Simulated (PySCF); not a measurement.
**Lu(59+) (lutetium, charge +59): Hartree-Fock from Schrödinger to Dirac-Coulomb-Breit**

Occupied: 1s1/2, 2s1/2, 2p1/2, 2p3/2, 3s1/2. Hartree-Fock calculated with PySCF 2.14 in an even-tempered Gaussian basis (20 s from 8 bohr⁻², ratio 2.3; 16 p from 9.6 bohr⁻², ratio 2.3), Gaussian nucleus throughout. NR is non-relativistic, sf-X2C the spin-free one-electron X2C Hamiltonian, X2C adds the bare one-electron spin-orbit term, X2C-SNSO screens it by Boettger's factors, DC is four-component Dirac-Coulomb, and the Gaunt and Breit terms are added at first order (total energies over the DC spinors, levels after relaxing the spinors in that mean field). QED terms are absent. Levels marked empty are virtual spinors of this ion; the basis has s and p functions only, so 3d, which can lie below the n = 4 levels, is absent.

```json
{"Hamiltonian": "NR", "E (hartree)": "-9912.7709", "E − E(DC) (hartree)": "661.3016", "CPU seconds": "0.6"}
{"Hamiltonian": "sf-X2C", "E (hartree)": "-10557.8084", "E − E(DC) (hartree)": "16.2640", "CPU seconds": "0.46"}
{"Hamiltonian": "X2C", "E (hartree)": "-10570.0356", "E − E(DC) (hartree)": "4.0368", "CPU seconds": "0.45"}
{"Hamiltonian": "X2C-SNSO", "E (hartree)": "-10569.3091", "E − E(DC) (hartree)": "4.7634", "CPU seconds": "0.45"}
{"Hamiltonian": "DC", "E (hartree)": "-10574.0725", "E − E(DC) (hartree)": "0.0000", "CPU seconds": "20"}
{"Hamiltonian": "DC+Gaunt", "E (hartree)": "-10561.2220", "E − E(DC) (hartree)": "12.8505", "CPU seconds": "35"}
{"Hamiltonian": "DC+Breit", "E (hartree)": "-10562.3526", "E − E(DC) (hartree)": "11.7199", "CPU seconds": "97"}
```

| level (eV) | NR | sf-X2C | X2C | X2C-SNSO | DC | DC+Gaunt | DC+Breit |
| --- | --- | --- | --- | --- | --- | --- | --- |
| 1s1/2 | -63731.0 | -68511.8 | -68498.5 | -68499.3 | -68577.2 | -68368.6 | -68382.5 |
| 2s1/2 | -14189.2 | -15549.3 | -15546.1 | -15546.3 | -15557.1 | -15534.4 | -15536.0 |
| 2p1/2 | -13807.2 | -14259.2 | -15108.5 | -15080.6 | -15087.6 | -15048.2 | -15052.1 |
| 2p3/2 | -13807.2 | -14259.2 | -13914.0 | -13923.2 | -13930.9 | -13904.3 | -13908.3 |
| 3s1/2 | -5905.2 | -6333.1 | -6332.5 | -6332.6 | -6335.2 | -6329.1 | -6329.9 |
| 3p1/2 (empty) | -5682.3 | -5861.8 | -6083.5 | -6076.3 | -6078.0 | -6068.0 | -6069.4 |
| 3p3/2 (empty) | -5682.3 | -5861.8 | -5770.5 | -5772.9 | -5774.5 | -5767.8 | -5769.2 |
| 4s1/2 (empty) | -3172.5 | -3351.3 | -3351.1 | -3351.1 | -3352.1 | -3349.8 | -3350.1 |

```tsv
interval (eV)	X2C	X2C-SNSO	DC	DC+Gaunt	DC+Breit
2p3/2 − 2p1/2	1194	1157	1157	1144	1144
3p3/2 − 3p1/2	313.0	303.3	303.5	300.2	300.2
```

Weight of the small component: 1s1/2 0.0712, 2s1/2 0.0165, 2p1/2 0.0164, 2p3/2 0.0151, 3s1/2 0.00646, 3p1/2 0.00634, 3p3/2 0.00599, 4s1/2 0.00332.

Koopmans' value for the highest occupied level at DC+Breit: 6329.9 eV, against an ionisation energy of 6326 ± 7 eV (theoretical estimate listed by NIST; NIST Atomic Spectra Database, ionization energies); the former lacks relaxation, correlation, QED and recoil.

The whole ladder took 160 s of wall time on 1 thread of Neoverse-V1 (shared host), launched as `OMP_NUM_THREADS=1 python relrun2.py TASK.json OUT` (a driver that calls PySCF for each Hamiltonian).
